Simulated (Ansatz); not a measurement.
Program: Ansatz. Geometries: PBE0-D4/def2-TZVP. ΔE: electronic, gas phase. CBS: MP2 limit from def2 TZ/QZ plus the TZ coupled-cluster correction, frozen cores. Functionals use def2-TZVPP. For Br outer-core shells are correlated without core-valence functions, which leaves a few kJ/mol of doubt a bond. Scalar relativity is left out up to krypton. One conformer a species, not always the lowest.

Reaction (ligand exchange at the Si–Br bond): `O[SiH](Cl)Br` + `O[SiH](O)O` → `O[SiH](O)O[SiH](O)Cl` + HBr

`O[SiH](Cl)Br`:

```xyz
6

O    -0.715   -1.121   -0.250
Si    0.370    0.049    0.041
Cl    0.175    0.788    1.934
Br    0.118    1.733   -1.366
H    -1.650   -0.907   -0.236
H     1.703   -0.543   -0.123
```

`O[SiH](O)O`:

```xyz
8

O    -0.846    0.820   -1.143
Si    0.197    0.281   -0.012
O     0.643   -1.288   -0.193
O    -0.523    0.349    1.452
H    -1.750    0.503   -1.100
H     1.368    1.171   -0.135
H     1.171   -1.519   -0.959
H    -0.261   -0.316    2.090
```

`O[SiH](O)O[SiH](O)Cl`:

Cartesian coordinates in Å:
```
O 0.214 -0.975 2.568
Si 0.812 -0.422 1.165
O 1.348 -1.689 0.288
O -0.330 0.385 0.304
Si -1.051 0.661 -1.110
O -1.216 2.241 -1.429
Cl 0.119 -0.231 -2.569
H -0.276 -1.799 2.558
H 1.865 0.545 1.513
H 1.349 -1.596 -0.668
H -2.394 0.074 -1.172
H -0.442 2.806 -1.448
```

HBr:

```xyz
2

Br    0.567    0.393    0.169
H    -0.567   -0.393   -0.169
```

CCSD(T)/CBS gives -36.8 kJ/mol.

(1) Another level gave -43.1 kJ/mol. Which?
A. PBE0-D4/def2-TZVPP
B. CCSD/def2-TZVPP
C. ωB97M-V/def2-TZVPP
D. PBE0/def2-TZVPP

Largest T1 diagnostic among the species: 0.011.

Results:

(1) B. CCSD/def2-TZVPP -43.1, PBE0 -26.0, ωB97M-V -37.1, PBE0-D4 -30.5 kJ/mol.

From PBE to PBE0 (25 % exact exchange), in def2-TZVPP and without D4, ΔE moves by −4.0 kJ/mol. The D4 term adds −7.0 kJ/mol with B3LYP and −4.5 kJ/mol with PBE0; it sums over pairs of atoms, weighted by their polarisabilities, and B3LYP, whose exchange is more repulsive, gets the larger term. In def2-TZVPP, CCSD(T) changes the Hartree–Fock value by +3.8 kJ/mol (the triples alone add +1.1 kJ/mol) and MP2 by +9.7 kJ/mol.

B3LYP here is the variant with VWN-RPA as its local correlation; programs differ in this.
